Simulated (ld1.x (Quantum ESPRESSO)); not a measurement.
# Building the RRKJ potential for tantalum (revPBE, scalar-relativistic).

The input file (ld1.x (Quantum ESPRESSO) 7.5):

```
&input
   title='Ta', zed=73., rel=1, dft='REVPBE', iswitch=3,
   config='[Xe] 4f14 5d3 6s2 6p0',
   nld=3, rlderiv=2.85, eminld=-7.0, emaxld=5.0, deld=0.02
 /
 &inputp
   pseudotype=2, tm=.false., rho0=0.005, lloc=-1, rcloc=1.55,
   nlcc=.false.,
   file_pseudopw='Ta.UPF', file_wfcaegen='ae.wfc', file_wfcncgen='nc.wfc', file_beta='beta', file_chi='chi'
 /
3
5S  1  0   2.00   0.00  1.85  1.85  0.0
5P  2  1   6.00   0.00  1.70  1.70  0.0
5D  3  2   3.00   0.00  2.60  2.60  0.0
 &test
   configts(1)='5s2 5p6 5d3 6s2 6p0'
 /
```

Command:

```bash
ld1.x < Ta.in > Ta.out
```

The program printed (shortened: banner, matrices, multipoles, cross overlaps and the repeated all-electron block are left out):

```
Program LD1 v.7.5
     --------------------------- All-electron run ----------------------------

     Ta
     scalar relativistic calculation

     atomic number is 73.00
     dft =REVPBE   lsd =0 sic =0 latt =0  beta=0.20 tr2=1.0E-14
     Exchange-correlation= REVPBE
                           (   1   4   4   4   0   0   0)
     mesh =1273 r(mesh) = 100.43799 a.u. xmin = -7.00 dx = 0.01250
     1 Ry =  13.60569312 eV, c = 137.03599908

     n l     nl                  e(Ry)          e(Ha)          e(eV)
     1 0     1S 1( 2.00)     -4951.8849     -2475.9425    -67373.8269
     2 0     2S 1( 2.00)      -850.7814      -425.3907    -11575.4702
     2 1     2P 1( 6.00)      -745.4578      -372.7289    -10142.4695
     3 0     3S 1( 2.00)      -194.9023       -97.4512     -2651.7815
     3 1     3P 1( 6.00)      -163.5824       -81.7912     -2225.6522
     4 0     4S 1( 2.00)       -39.7402       -19.8701      -540.6936
     4 1     4P 1( 6.00)       -29.4692       -14.7346      -400.9487
     3 2     3D 1(10.00)      -127.0777       -63.5388     -1728.9799
     5 0     5S 1( 2.00)        -5.3633        -2.6817       -72.9716
     5 1     5P 1( 6.00)        -2.8936        -1.4468       -39.3698
     4 2     4D 1(10.00)       -16.3304        -8.1652      -222.1869
     4 3     4F 1(14.00)        -1.8132        -0.9066       -24.6697
     5 2     5D 1( 3.00)        -0.2603        -0.1301        -3.5411
     6 0     6S 1( 2.00)        -0.3962        -0.1981        -5.3902
     6 1     6P 1( 0.00)        -0.1004        -0.0502        -1.3657

     final scf error:  1.8E-15 reached in  33 iterations

     Etot =  -31209.816332 Ry,  -15604.908166 Ha, -424631.183439 eV

     Ekin =   34297.452825 Ry,   17148.726412 Ha,  466640.618034 eV
     Encl =  -77085.069534 Ry,  -38542.534767 Ha,-1048795.800449 eV
     Eh   =   12208.675059 Ry,    6104.337529 Ha,  166107.486288 eV
     Exc  =    -630.874681 Ry,    -315.437341 Ha,   -8583.487313 eV

     normalization and overlap integrals

     s(1S/1S) =  1.000000  <r> =   0.0187  <r2> =    0.0005  r(max) =   0.0116
     s(2S/2S) =  1.000000  <r> =   0.0789  <r2> =    0.0074  r(max) =   0.0670
     s(2P/2P) =  1.000000  <r> =   0.0706  <r2> =    0.0061  r(max) =   0.0549
     s(3S/3S) =  1.000000  <r> =   0.2048  <r2> =    0.0479  r(max) =   0.1891
     s(3P/3P) =  1.000000  <r> =   0.2049  <r2> =    0.0487  r(max) =   0.1868
     s(4S/4S) =  1.000000  <r> =   0.4587  <r2> =    0.2376  r(max) =   0.4262
     s(4P/4P) =  1.000000  <r> =   0.4877  <r2> =    0.2706  r(max) =   0.4480
     s(3D/3D) =  1.000000  <r> =   0.1856  <r2> =    0.0404  r(max) =   0.1529
     s(5S/5S) =  1.000000  <r> =   1.1001  <r2> =    1.3610  r(max) =   0.9847
     s(5P/5P) =  1.000000  <r> =   1.2937  <r2> =    1.9018  r(max) =   1.1298
     s(4D/4D) =  1.000000  <r> =   0.5231  <r2> =    0.3172  r(max) =   0.4593
     s(4F/4F) =  1.000000  <r> =   0.6395  <r2> =    0.5210  r(max) =   0.4424
     s(5D/5D) =  1.000000  <r> =   2.2582  <r2> =    6.3299  r(max) =   1.5833
     s(6S/6S) =  1.000000  <r> =   3.3026  <r2> =   12.4661  r(max) =   2.7789
     s(6P/6P) =  1.000000  <r> =   5.0484  <r2> =   30.0342  r(max) =   3.8460

     ------------------------ End of All-electron run ------------------------

     --------------------- Generating NC pseudopotential ---------------------

      Generating local potential from pseudized AE potential:
      Matching radius rcloc =   1.5500

      Local pseudo, rcloc= 1.544 Estimated cut-off energy=    10.53 Ry

      Wfc   5S  rcut= 1.840  Estimated cut-off energy=       16.51 Ry
      Using 4 Bessel functions for this wfc, rho(0) = 0.005
      This function has    0 nodes for 0 < r <    1.840

      Wfc   5P  rcut= 1.707  Estimated cut-off energy=       62.30 Ry
      This function has    0 nodes for 0 < r <    1.707

      Wfc   5D  rcut= 2.610  Estimated cut-off energy=       34.34 Ry
      This function has    0 nodes for 0 < r <    2.610

     ------------------- End of pseudopotential generation -------------------

     Computing logarithmic derivative in   2.86713
     Computing logarithmic derivative in   2.86713
     Computing the partial wave expansion
     R is outside the sphere for l=    0 j= 0.00
     R is outside the sphere for l=    1 j= 0.00
     R is outside the sphere for l=    2 j= 0.00

     ---------------------- Testing the pseudopotential ----------------------

     Ta
     scalar relativistic calculation

     atomic number is 73.00   valence charge is 13.00
     dft =REVPBE   lsd =0 sic =0 latt =0  beta=0.20 tr2=1.0E-14
     mesh =1273 r(mesh) = 100.43799 xmin = -7.00 dx = 0.01250

     n l     nl             e AE (Ry)        e PS (Ry)    De AE-PS (Ry)
     1 0     5S   1( 2.00)       -5.36332       -5.36331       -0.00000
     2 1     5P   1( 6.00)       -2.89363       -2.89363        0.00000
     3 2     5D   1( 3.00)       -0.26026       -0.26026        0.00000
     2 0     6S   1( 2.00)       -0.39618       -0.39349       -0.00269
     3 1     6P   1( 0.00)       -0.10038       -0.10159        0.00122

     eps = 5.6E-15  iter = 37

     Etot =  -31209.816332 Ry,  -15604.908166 Ha, -424631.183439 eV
     Etotps =  -115.380796 Ry,     -57.690398 Ha,   -1569.835697 eV

     Ekin =      34.459413 Ry,      17.229706 Ha,     468.844197 eV
     Encl =    -238.483043 Ry,    -119.241522 Ha,   -3244.727102 eV
     Ehrt =      89.551932 Ry,      44.775966 Ha,    1218.416106 eV
     Ecxc =     -12.989593 Ry,      -6.494796 Ha,    -176.732412 eV
     Epseu=      12.080496 Ry,       6.040248 Ha,     164.363515 eV

     ---------------------- End of pseudopotential test ----------------------
```

Generation and configuration tests took about 5.3 s on one core of a shared server CPU.

Transferability test of the new file with ld1.x, input:

```
&input
   title='Ta', zed=73., rel=1, dft='REVPBE', iswitch=2,
   config='[Xe] 4f14 5d3 6s2 6p0'
 /
 &test
   file_pseudo='Ta.UPF', nconf=8,
   configts(1)='5s2 5p6 5d3 6s2 6p0',
   configts(2)='5s2 5p6 5d3 6s1 6p0',
   configts(3)='5s2 5p6 5d3 6s0 6p0',
   configts(4)='5s2 5p6 5d2 6s0 6p0',
   configts(5)='5s2 5p6 5d2 6s2 6p1',
   configts(6)='5s2 5p6 5d3 6s0 6p1',
   configts(7)='5s2 5p6 5d4 6s1 6p0',
   configts(8)='5s2 5p5 5d3 6s2 6p0'
 /
```

```bash
ld1.x < Ta.test.in > Ta.test.out
```

Pseudopotential blocks of its output, shortened (energy terms left out):

```
     ---------------------- Testing the pseudopotential ----------------------

     n l     nl             e AE (Ry)        e PS (Ry)    De AE-PS (Ry)
     1 0     5S   1( 2.00)       -5.36332       -5.36331       -0.00000
     2 1     5P   1( 6.00)       -2.89363       -2.89363        0.00000
     3 2     5D   1( 3.00)       -0.26026       -0.26026        0.00000
     2 0     6S   1( 2.00)       -0.39618       -0.39349       -0.00269
     3 1     6P   1( 0.00)       -0.10038       -0.10159        0.00122

     eps = 2.8E-15  iter = 39

     Etot =  -31209.816332 Ry,  -15604.908166 Ha, -424631.183439 eV
     Etotps =  -115.380796 Ry,     -57.690398 Ha,   -1569.835698 eV

     ---------------------- End of pseudopotential test ----------------------

          ---------------------- Testing the pseudopotential ----------------------

     n l     nl             e AE (Ry)        e PS (Ry)    De AE-PS (Ry)
     1 0     5S   1( 2.00)       -5.89072       -5.89065       -0.00007
     2 1     5P   1( 6.00)       -3.42289       -3.42250       -0.00039
     3 2     5D   1( 3.00)       -0.76514       -0.76444       -0.00071
     2 0     6S   1( 1.00)       -0.84640       -0.84192       -0.00448
     3 1     6P   1( 0.00)       -0.48095       -0.48238        0.00143

     eps = 9.7E-15  iter = 36

     Etot =  -31209.199482 Ry,  -15604.599741 Ha, -424622.790763 eV
     Etotps =  -114.767243 Ry,     -57.383621 Ha,   -1561.487887 eV
     dEtot_ae =       0.616850 Ry
     dEtot_ps =       0.613553 Ry,   Delta E=       0.003297 Ry

     ---------------------- End of pseudopotential test ----------------------

          ---------------------- Testing the pseudopotential ----------------------

     n l     nl             e AE (Ry)        e PS (Ry)    De AE-PS (Ry)
     1 0     5S   1( 2.00)       -6.50242       -6.50342        0.00100
     2 1     5P   1( 6.00)       -4.03380       -4.03381        0.00000
     3 2     5D   1( 3.00)       -1.33771       -1.33596       -0.00176
     2 0     6S   1( 0.00)       -1.34236       -1.33501       -0.00735  !
     3 1     6P   1( 0.00)       -0.91519       -0.91597        0.00079

     eps = 7.4E-15  iter = 30

     Etot =  -31208.109417 Ry,  -15604.054709 Ha, -424607.959678 eV
     Etotps =  -113.682633 Ry,     -56.841317 Ha,   -1546.731021 eV
     dEtot_ae =       1.706915 Ry
     dEtot_ps =       1.698162 Ry,   Delta E=       0.008753 Ry

     ---------------------- End of pseudopotential test ----------------------

          ---------------------- Testing the pseudopotential ----------------------

     n l     nl             e AE (Ry)        e PS (Ry)    De AE-PS (Ry)
     1 0     5S   1( 2.00)       -7.42086       -7.42618        0.00532  !
     2 1     5P   1( 6.00)       -4.93047       -4.93377        0.00331
     3 2     5D   1( 2.00)       -2.13256       -2.12870       -0.00386
     2 0     6S   1( 0.00)       -1.98521       -1.97626       -0.00894  !
     3 1     6P   1( 0.00)       -1.47314       -1.47630        0.00316

     eps = 6.7E-15  iter = 35

     Etot =  -31206.382874 Ry,  -15603.191437 Ha, -424584.468860 eV
     Etotps =  -111.958383 Ry,     -55.979191 Ha,   -1523.271401 eV
     dEtot_ae =       3.433458 Ry
     dEtot_ps =       3.422413 Ry,   Delta E=       0.011046 Ry

     ---------------------- End of pseudopotential test ----------------------

          ---------------------- Testing the pseudopotential ----------------------

     n l     nl             e AE (Ry)        e PS (Ry)    De AE-PS (Ry)
     1 0     5S   1( 2.00)       -5.63568       -5.63382       -0.00185
     2 1     5P   1( 6.00)       -3.15262       -3.15064       -0.00199
     3 2     5D   1( 2.00)       -0.44871       -0.44535       -0.00336
     2 0     6S   1( 2.00)       -0.51209       -0.50791       -0.00419
     3 1     6P   1( 1.00)       -0.17009       -0.17130        0.00122

     eps = 7.4E-15  iter = 40

     Etot =  -31209.598019 Ry,  -15604.799010 Ha, -424628.213145 eV
     Etotps =  -115.165347 Ry,     -57.582674 Ha,   -1566.904373 eV
     dEtot_ae =       0.218313 Ry
     dEtot_ps =       0.215448 Ry,   Delta E=       0.002864 Ry

     ---------------------- End of pseudopotential test ----------------------

          ---------------------- Testing the pseudopotential ----------------------

     n l     nl             e AE (Ry)        e PS (Ry)    De AE-PS (Ry)
     1 0     5S   1( 2.00)       -5.99880       -5.99636       -0.00244
     2 1     5P   1( 6.00)       -3.52990       -3.52701       -0.00290
     3 2     5D   1( 3.00)       -0.85302       -0.84983       -0.00319
     2 0     6S   1( 0.00)       -0.90877       -0.90220       -0.00657  !
     3 1     6P   1( 1.00)       -0.53263       -0.53293        0.00031

     eps = 6.2E-15  iter = 27

     Etot =  -31208.828271 Ry,  -15604.414135 Ha, -424617.740182 eV
     Etotps =  -114.402369 Ry,     -57.201184 Ha,   -1556.523522 eV
     dEtot_ae =       0.988061 Ry
     dEtot_ps =       0.978427 Ry,   Delta E=       0.009634 Ry

     ---------------------- End of pseudopotential test ----------------------

          ---------------------- Testing the pseudopotential ----------------------

     n l     nl             e AE (Ry)        e PS (Ry)    De AE-PS (Ry)
     1 0     5S   1( 2.00)       -5.23872       -5.23709       -0.00163
     2 1     5P   1( 6.00)       -2.77874       -2.77713       -0.00161
     3 2     5D   1( 4.00)       -0.19025       -0.18974       -0.00051
     2 0     6S   1( 1.00)       -0.35978       -0.35619       -0.00358
     3 1     6P   1( 0.00)       -0.08687       -0.08727        0.00040

     eps = 4.8E-15  iter = 36

     Etot =  -31209.663009 Ry,  -15604.831504 Ha, -424629.097372 eV
     Etotps =  -115.230101 Ry,     -57.615050 Ha,   -1567.785389 eV
     dEtot_ae =       0.153323 Ry
     dEtot_ps =       0.150695 Ry,   Delta E=       0.002628 Ry

     ---------------------- End of pseudopotential test ----------------------

          ---------------------- Testing the pseudopotential ----------------------

     n l     nl             e AE (Ry)        e PS (Ry)    De AE-PS (Ry)
     1 0     5S   1( 2.00)       -6.25835       -6.28587        0.02751  !
     2 1     5P   1( 5.00)       -3.74920       -3.77081        0.02161  !
     3 2     5D   1( 3.00)       -0.96999       -0.97190        0.00191
     2 0     6S   1( 2.00)       -0.94583       -0.94362       -0.00221
     3 1     6P   1( 0.00)       -0.53610       -0.54038        0.00428

     eps = 5.0E-15  iter = 38

     Etot =  -31206.513216 Ry,  -15603.256608 Ha, -424586.242252 eV
     Etotps =  -112.063902 Ry,     -56.031951 Ha,   -1524.707067 eV
     dEtot_ae =       3.303116 Ry
     dEtot_ps =       3.316893 Ry,   Delta E=      -0.013777 Ry

     ---------------------- End of pseudopotential test ----------------------
```
